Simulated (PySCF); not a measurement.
CH4BFNP.
SMILES: `N#C[BH2-][PH2+]F`

Computed with EOM-IP-CCSD/aug-cc-pVDZ in PySCF, restricted Hartree–Fock reference, frozen core, non-relativistic, gas phase, PBE0-D3(BJ)/def2-SVP geometry.

Hartree–Fock orbital energies give these Koopmans values (eV): HOMO 11.93, HOMO-1 11.94, HOMO-2 13.98, HOMO-3 14.10, HOMO-4 14.43, HOMO-5 16.47, HOMO-6 16.55, HOMO-7 19.47.

What vertical ionisation energies does EOM-IP-CCSD give?

```
leading hole (HF orbital)  Koopmans (eV)  EOM-IP-CCSD (eV)  change (eV)  one-hole share
                   HOMO-1          11.94             11.51        -0.43            0.95
                     HOMO          11.93             11.56        -0.37            0.95
                   HOMO-4          14.43             12.30        -2.13            0.93
                   HOMO-2          13.98             13.26        -0.72            0.94
                   HOMO-3          14.10             13.42        -0.68            0.95
                   HOMO-5          16.47             14.60        -1.87            0.92
                   HOMO-6          16.55             15.30        -1.25            0.95
                   HOMO-7          19.47             17.17        -2.30            0.93
```

Does the order of the lines follow the orbital energies?

No: the HOMO-1 hole (11.51 eV) falls below the HOMO hole (11.56 eV); the HOMO-4 hole (12.30 eV) falls below the HOMO-2 hole (13.26 eV); the HOMO-4 hole (12.30 eV) falls below the HOMO-3 hole (13.42 eV). The corrections run from -2.30 to -0.37 eV, with a mean of -1.22 eV over the 8 lines; no line lies above its Koopmans value.

At what kinetic energies would He I light (21.22 eV) eject these electrons?

9.71 eV (HOMO-1), 9.66 eV (HOMO), 8.92 eV (HOMO-4), 7.96 eV (HOMO-2), 7.80 eV (HOMO-3), 6.62 eV (HOMO-5), 5.92 eV (HOMO-6), 4.05 eV (HOMO-7).

Lines less than 0.15 eV apart could change places at a higher level. One root was sought for each valence orbital with −ε under 21 eV, eight at most, so deeper holes and satellites are missing; no vibrational structure.

Shape of the structure used: `[N:1]#[C:2][BH2-:3][PH2+:4][F:5]`: C2–B3–P4–F5 -179°.

One conformer stands for the species.
